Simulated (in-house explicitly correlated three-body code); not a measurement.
Computed with an exponentially correlated three-body code. Model: two electrons around a point charge, non-relativistic, variational in 260 exponentially correlated functions (energies converged to about 1e-7 hartree, or 1e-8 relative for large Z).

Command:
```bash
python run_hyl.py task.json out
```
Settings (lengths in bohr, energies in hartree):
```
Z                      9
screening              0.315
interaction_strength   1
functions              260
states_tried           13
```

Time taken, with all properties: 49 s on 1 thread of Intel(R) Xeon(R) Platinum 8375C CPU @ 2.90GHz (Ice Lake), with other jobs on the host.

**Those bound S and P states to n = 4 that converged, binding against the one-electron ion.**

Given: nuclear charge 9; Yukawa screening of all interactions 0.315 1/bohr.

Computed: one-electron threshold -37.7377607 hartree.

| term | energy (hartree) | binding (eV) |
| --- | --- | --- |
| 1 1S | -70.3161124 | 886.5 |
| 2 3S | -43.9590494 | 169.29 |
| 2 1S | -43.638491 | 160.57 |
| 2 3P | -43.6108137 | 159.81 |
| 2 1P | -43.39071 | 153.82 |
| 3 3S | -39.4571523 | 46.787 |
| 3 1S | -39.3809156 | 44.713 |
| 3 3P | ? | ? |
| 3 1P | ? | ? |
| 4 3S | -38.1686042 | 11.724 |
| 4 1S | -38.145401 | 11.092 |
| 4 3P | -38.1201528 | 10.405 |
| 4 1P | -38.1036959 | 9.9576 |

(1) What belongs in the row 3 3P?

(2) What belongs in the row 3 1P?

**Converged states only, values per electron or pair (inverse distances are <exp(-kr)/r>).**

| term | mean r (bohr) | mean r squared (bohr²) | mean inverse r (1/bohr) | mean r12 (bohr) | mean inverse r12 (1/bohr) | mean cosine | mean p1 dot p2 (bohr⁻²) | delta r1 (bohr⁻³) | delta r12 (bohr⁻³) |
| --- | --- | --- | --- | --- | --- | --- | --- | --- | --- |
| 1 1S | 0.17416 | 0.040683 | 8.3731 | 0.25671 | 5.004 | -0.014729 | 1.08 | 214.96 | 23.188 |
| 2 3S | 0.44356 | 0.32119 | 5.2181 | 0.74768 | 1.2971 | -0.0048193 | 0.07823 | 127.35 | - |
| 2 1S | 0.45683 | 0.34433 | 5.1958 | 0.76617 | 1.5539 | -0.007363 | 0.091806 | 126.63 | 3.9018 |
| 2 3P | 0.39335 | 0.24997 | 5.1983 | 0.6582 | 1.5728 | -0.070291 | -4.9185 | 114.92 | - |
| 2 1P | ? | ? | ? | ? | ? | ? | ? | ? | ? |
| 3 3S | 0.94609 | 1.7109 | 4.6439 | 1.7362 | 0.49082 | -0.0014301 | 0.020485 | 118.8 | - |
| 3 1S | 0.96827 | 1.8 | 4.6377 | 1.7788 | 0.55051 | -0.0020966 | 0.025545 | 118.65 | 1.0155 |
| 3 3P | 0.90613 | 1.5808 | 4.6373 | 1.6585 | 0.55369 | -0.015282 | -1.0359 | 115.62 | - |
| 3 1P | 0.92323 | 1.6462 | 4.6325 | 1.6878 | 0.59055 | 0.010676 | 1.0593 | 115.85 | 0.29636 |
| 4 3S | 1.8183 | 6.7878 | 4.4513 | 3.475 | 0.18297 | -0.00046221 | 0.0063994 | 116.75 | - |
| 4 1S | ? | ? | ? | ? | ? | ? | ? | ? | ? |
| 4 3P | 1.8065 | 6.7464 | 4.4474 | 3.4519 | 0.19856 | -0.0044855 | -0.30115 | 115.76 | - |
| 4 1P | 1.8384 | 6.9973 | 4.4452 | 3.5144 | 0.2085 | 0.0031084 | 0.31184 | 115.83 | 0.093061 |

(3) What belongs in the row 2 1P?

(4) What belongs in the row 4 1S?

**Electric-dipole lines between converged S and P states, rate of the upper state's decay.**

```json
{"s state": "1 1S", "p state": "2 1P", "p minus s (eV)": "732.68", "oscillator strength from s": "0.69294", "rate (1/s)": "5.3803e+12"}
{"s state": "1 1S", "p state": "3 1P", "p minus s (eV)": "844.19", "oscillator strength from s": "0.13082", "rate (1/s)": "1.3485e+12"}
{"s state": "1 1S", "p state": "4 1P", "p minus s (eV)": "876.54", "oscillator strength from s": "0.036815", "rate (1/s)": "4.0913e+11"}
{"s state": "2 1S", "p state": "2 1P", "p minus s (eV)": "6.7425", "oscillator strength from s": "0.07242", "rate (1/s)": "4.762e+07"}
{"s state": "2 1S", "p state": "3 1P", "p minus s (eV)": "118.25", "oscillator strength from s": "0.33966", "rate (1/s)": "6.8696e+10"}
{"s state": "2 1S", "p state": "4 1P", "p minus s (eV)": "150.61", "oscillator strength from s": "0.068357", "rate (1/s)": "2.2427e+10"}
{"s state": "3 1S", "p state": "2 1P", "p minus s (eV)": "-109.11", "oscillator strength from s": "-0.053227", "rate (1/s)": "2.7497e+10"}
{"s state": "3 1S", "p state": "3 1P", "p minus s (eV)": "2.3956", "oscillator strength from s": "0.17053", "rate (1/s)": "1.4155e+07"}
{"s state": "3 1S", "p state": "4 1P", "p minus s (eV)": "34.755", "oscillator strength from s": "0.29227", "rate (1/s)": "5.1063e+09"}
{"s state": "4 1S", "p state": "2 1P", "p minus s (eV)": "-142.73", "oscillator strength from s": "-0.0095214", "rate (1/s)": "8.417e+09"}
{"s state": "4 1S", "p state": "3 1P", "p minus s (eV)": "-31.224", "oscillator strength from s": "-0.11337", "rate (1/s)": "4.7964e+09"}
{"s state": "4 1S", "p state": "4 1P", "p minus s (eV)": "1.1349", "oscillator strength from s": "0.34459", "rate (1/s)": "6.4191e+06"}
{"s state": "2 3S", "p state": "2 3P", "p minus s (eV)": "9.476", "oscillator strength from s": "0.095655", "rate (1/s)": "1.2423e+08"}
{"s state": "2 3S", "p state": "3 3P", "p minus s (eV)": "125.49", "oscillator strength from s": "0.31908", "rate (1/s)": "7.2682e+10"}
{"s state": "2 3S", "p state": "4 3P", "p minus s (eV)": "158.88", "oscillator strength from s": "0.065573", "rate (1/s)": "2.3943e+10"}
{"s state": "3 3S", "p state": "2 3P", "p minus s (eV)": "?", "oscillator strength from s": "?", "rate (1/s)": "?"}
{"s state": "3 3S", "p state": "3 3P", "p minus s (eV)": "2.9904", "oscillator strength from s": "0.20391", "rate (1/s)": "2.6376e+07"}
{"s state": "3 3S", "p state": "4 3P", "p minus s (eV)": "36.382", "oscillator strength from s": "0.27467", "rate (1/s)": "5.2586e+09"}
{"s state": "4 3S", "p state": "2 3P", "p minus s (eV)": "?", "oscillator strength from s": "?", "rate (1/s)": "?"}
{"s state": "4 3S", "p state": "3 3P", "p minus s (eV)": "-32.073", "oscillator strength from s": "-0.12077", "rate (1/s)": "5.3908e+09"}
{"s state": "4 3S", "p state": "4 3P", "p minus s (eV)": "1.3184", "oscillator strength from s": "0.3844", "rate (1/s)": "9.6646e+06"}
```

(5) What belongs in the row 3 3S 2 3P?

(6) What belongs in the row 4 3S 2 3P?

**Static dipole response.**

```csv
state,polarisability (bohr³)
1 1S,0.0016304
2 1S,1.2064
2 3S,0.81168
```

Answers

(1) energy (hartree): -39.3472553; binding (eV): 43.797.

(2) energy (hartree): -39.2928794; binding (eV): 42.317.

(3) mean r (bohr): 0.40378; mean r squared (bohr²): 0.26545; mean inverse r (1/bohr): 5.1812; mean r12 (bohr): 0.65495; mean inverse r12 (1/bohr): 1.7195; mean cosine: 0.049135; mean p1 dot p2 (bohr⁻²): 4.7058; delta r1 (bohr⁻³): 116.03; delta r12 (bohr⁻³): 1.0357.

(4) mean r (bohr): 1.859; mean r squared (bohr²): 7.1101; mean inverse r (1/bohr): 4.4485; mean r12 (bohr): 3.5559; mean inverse r12 (1/bohr): 0.19954; mean cosine: -0.00066853; mean p1 dot p2 (bohr⁻²): 0.0080952; delta r1 (bohr⁻³): 116.7; delta r12 (bohr⁻³): 0.31586.

(5) p minus s (eV): -113.03; oscillator strength from s: -0.055532; rate (1/s): 3.0783e+10.

(6) p minus s (eV): -148.09; oscillator strength from s: -0.0097753; rate (1/s): 9.3023e+09.
